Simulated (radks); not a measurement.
Ionisation of the praseodymium ion Pr+, [Xe] 4f3 6s1, to [Xe] 4f3 as the strength of local exchange is varied. All-electron calculation, scalar-relativistic Kohn-Sham, Slater X-alpha exchange (alpha = 2/3 is LDA exchange), no correlation, spin-polarised, spherical densities, finite nucleus; open shells are filled with parallel spins first (spin-orbit coupling, left out, can overturn this in heavy ions); Fermi nuclear charge, rms radius 4.8919 fm. Program: a radial shooting solver on a logarithmic mesh with Libxc functionals.

alpha  E(Pr+) (hartree)  exchange (hartree)  IE (eV)  -e of the level emptied (eV)  <r> of it (bohr)
0.65         -9219.1900           -197.9683   10.359                    7.985 (6s)             4.090
0.667        -9224.3858           -203.2625   10.445                    8.077 (6s)             4.074
0.711        -9237.8475           -216.9917   10.671                    8.320 (6s)             4.034
0.794        -9263.2951           -242.9933   11.114                    8.797 (6s)             3.959
0.936        -9306.9944           -287.7910   11.908                    9.660 (6s)             3.834
0.998        -9326.1383           -307.4743   12.268                   10.053 (6s)             3.781

NIST Atomic Spectra Database: 10.63 eV (semi-empirical). The Delta-SCF value meets it near alpha = 0.70. Open shells are spherical and high-spin; term and fine-structure splittings are not resolved. Spin-orbit splitting is averaged out at the scalar-relativistic level.
